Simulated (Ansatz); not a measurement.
Input file for Ansatz (a program for electronic structure): U-wB97X-V/cc-pV(T+d)Z on AlH4N (SMILES [NH2][AlH2]), a point of a bond scan (R = 2.319 Å). Files ending in .json are basis or fitting sets from the Basis Set Exchange.

Ansatz 0.2 input:
```yaml
crystal:
  periodic: [false, false, false]
  atoms:
    - {symbol: Al, position_ang: [0.01202691, -0.28251526, -0.58588261]}
    - {symbol: H, position_ang: [-1.25287826, -0.11264194, -1.51237750]}
    - {symbol: H, position_ang: [1.30419113, -1.09271048, -0.98729284]}
    - {symbol: N, position_ang: [-0.02070206, 0.48629669, 1.00848631]}
    - {symbol: H, position_ang: [-1.78900526, 1.73122834, 1.84614491]}
    - {symbol: H, position_ang: [0.72678123, 0.44640271, 1.68405446]}
basis:
  gaussian:
    orbitals: cc-pV_T+d_Z.json
hamiltonian:
  xc: {name: wB97X-V}
magnetization: {spin_polarized: true, initial_magnetization: 0}
```

Question: Predict the final total energy.

Answer: -299.3863 hartree. Its determinant has ⟨S²⟩ = 0.82, a mixture of spin states.

Question: How many basis functions does it have, and what does it roughly cost on one machine?

Answer: 125 functions; very roughly 40 core-seconds.
